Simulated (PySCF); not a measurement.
An unknown is described by computed data only.

Formula: C7H9N.

| Item | Value |
| --- | --- |
| Rotational structure | rotational constants A, B, C: 4.776, 1.499, 1.257 GHz [GFN2-xTB] |
| 13C NMR | chemical shifts (computed TMS as zero) by class: 159.8 (1 C), 156.1 (2 C), 127.9 (2 C), 34.8 (1 C), 22.1 (1 C) ppm [GIAO PBE0/pcSseg-1] |
| 1H NMR | chemical shifts (computed TMS as zero) by class: 8.90 (2 H), 7.23 (2 H), 2.64 (2 H), 1.23 (3 H) ppm [GIAO PBE0/pcSseg-1] |
| Dipole | 2.78 D [PBE0/pcSseg-1] |
| NMR, other nuclei | isotropic shieldings of nuclei other than C and H, by class: -85 (1 N) ppm [GIAO PBE0/pcSseg-1] |

The electronic properties come from PySCF, for the isolated species, density fitting. Levels stand in brackets. Geometry: GFN2-xTB, one conformer, isolated molecule. NMR values are class means; diastereotopic atoms form classes of their own.

**Question.** Give a SMILES that accounts for the data.

**Answer.** Numbering: `[CH3:1][CH2:2][c:3]1[cH:4][cH:5][n:6][cH:7][cH:8]1`. Its formula, C7H9N, gives 4 degrees of unsaturation: 1 ring and 3 π bonds in the structure found (Kekulé form). 7 carbons fall into 5 classes; from least to most shielded: substituted aromatic carbon [C3] (159.8 ppm), aromatic CH next to a ring nitrogen [C5/C7] (156.1 ppm, 2 C), aromatic CH carbon [C4/C8] (127.9 ppm, 2 C), benzylic-type carbon [C2] (34.8 ppm), methyl carbon [C1] (22.1 ppm). Hydrogen classes from least to most shielded: 2 H on 2 like atoms (aromatic CH next to a ring nitrogen), C5/C7 (8.90 ppm), 2 H on 2 aromatic CH carbons, C4/C8 (7.23 ppm), 2 H on a benzylic-type carbon, C2 (2.64 ppm), 3 H on a methyl carbon, C1 (1.23 ppm). The other shieldings belong to: -85 ppm, pyridine-type nitrogen [N6]. The optimised geometry has point group Cs and is an asymmetric top. Structure: `CCc1ccncc1`. Computed isomers that give other values at the same levels: `NCC1=C[C@@H]2[C@@H]3[C@H]1[C@H]23` (rotational constant A: 5.132 GHz; this holds for the one conformer computed); `Cc1cccc(N)c1` (13C chemical shifts (computed TMS as zero) by class: 152.4 (1 C), 144.6 (1 C), 135.2 (1 C), 122.4 (1 C), 117.0 (1 C), 114.0 (1 C), 24.2 (1 C) ppm); `CC(C)C=C=CC#N` (rotational constant A: 5.053 GHz; this holds for the one conformer computed). The assignments are read from this structure; whether some other isomer fits the data as well wasn't checked.

Conformer computed: `[CH3:1][CH2:2][c:3]1[cH:4][cH:5][n:6][cH:7][cH:8]1`: C1–C2–C3–C4 89°.
